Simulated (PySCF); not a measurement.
**Excitation energy of Bi²⁺ by level of theory**

Bi²⁺ [Xe] 4f14 5d10 6s2 6p1 (2P) → Bi²⁺ [Xe] 4f14 5d10 6s1 6p1 7s1 (4P), as a difference of total energies. All numbers are calculated (PySCF 2.14, scalar relativity through the core potential, in aug-cc-pwCVTZ-PP with ECP60MDF (8s7p6d4f1g, 96 functions)). Correlated levels: valence: 5s2 5p6 5d10 frozen. The calculations carry no spin-orbit coupling.

```
           method  excitation energy (eV)
              UHF                  18.878
    MP2 (valence)                  19.477
SCS-MP2 (valence)                  19.736
   CCSD (valence)                  19.596
CCSD(T) (valence)                  19.604
```

How much does correlation contribute at CCSD(T) (valence)?

19.604 − (18.878) = 0.726 eV, measured against UHF.

The promoted electron is Rydberg-like, and one or two diffuse shells describe it only roughly, which tends to raise the upper state.
